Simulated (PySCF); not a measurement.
Atom-mapped SMILES (the numbers label the heavy atoms): `[CH3:1][S+:2]([CH3:3])[AlH2-:4][F:5]`. Hydrogens are named by the atom that carries them.

Geometry: PBE0-D3(BJ)/def2-SVP; GIAO absolute shieldings from PySCF 2.14.0 with density-fitted response routines, gas phase, non-relativistic, averaged over equivalent atoms.

At PBE0/cc-pVDZ (118 basis functions, 12 s wall time on 1 thread of an Arm Neoverse V1, shared host):
```csv
atoms,σ (ppm)
C1/C3,176.1
S2,624.6
Al4,491.9
F5,387.9
H(Al4),26.99
H(C1)/H(C3),29.07
```

**Question.** What do these become at B97-D/pcSseg-1?

**Answer.** 
```json
{"atoms": "C1/C3", "σ at B97-D/pcSseg-1": "156.6", "change": "-19.5"}
{"atoms": "S2", "σ at B97-D/pcSseg-1": "550.2", "change": "-74.4"}
{"atoms": "Al4", "σ at B97-D/pcSseg-1": "446.1", "change": "-45.8"}
{"atoms": "F5", "σ at B97-D/pcSseg-1": "382.7", "change": "-5.2"}
{"atoms": "H(Al4)", "σ at B97-D/pcSseg-1": "27.36", "change": "+0.37"}
{"atoms": "H(C1)/H(C3)", "σ at B97-D/pcSseg-1": "29.04", "change": "-0.03"}
```

The largest change is at S2 (sulfur bonded to 2 C, Al). Cost: 139 basis functions, 15 s wall time on 1 thread of an Arm Neoverse V2, shared host.
